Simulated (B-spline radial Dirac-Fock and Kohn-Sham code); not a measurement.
**Kohn-Sham estimates against Dirac-Fock for the levels of W²⁹⁺**

System: tungsten as W²⁹⁺, configuration [Kr] 4d9.

The density-functional columns are spherical, spin-unpolarised Dirac-Kohn-Sham results without Breit or QED terms: −ε is minus the orbital energy of the initial state and ΔSCF the difference of two total energies. The reference in the last column comes from relaxed Dirac-Fock hole states (ΔSCF) with Breit and QED corrections and a finite nucleus. All numbers are from a radial B-spline solver, in eV; a selection of levels is shown. For the 1s level of heavy atoms much of the gap between ΔSCF and the reference is the Breit and QED part, -349.8 eV here; for other levels the error of the functional can be larger.

```
     level   LDA −ε  LDA ΔSCF  Dirac-Fock
    K (1s)  70342.8   70919.2     70582.6
   L1 (2s)  12994.3   13118.0     13178.1
L2 (2p1/2)  12476.0   12628.9     12612.4
L3 (2p3/2)  11126.0   11260.5     11276.4
   M1 (3s)   3791.6    3841.7      3894.6
M2 (3p1/2)   3561.4    3614.0      3646.2
M3 (3p3/2)   3266.9    3316.1      3350.3
M4 (3d3/2)   2878.3    2934.1      2939.3
   N1 (4s)   1511.8    1538.2      1562.2
N2 (4p1/2)   1414.3    1440.7      1454.2
N3 (4p3/2)   1331.4    1356.6      1371.3
 N4,5 (4d)   1160.6    1185.9      1184.7
```

Values without a named source are computed, but for edge energies of neutral atoms, which are taken from tables.
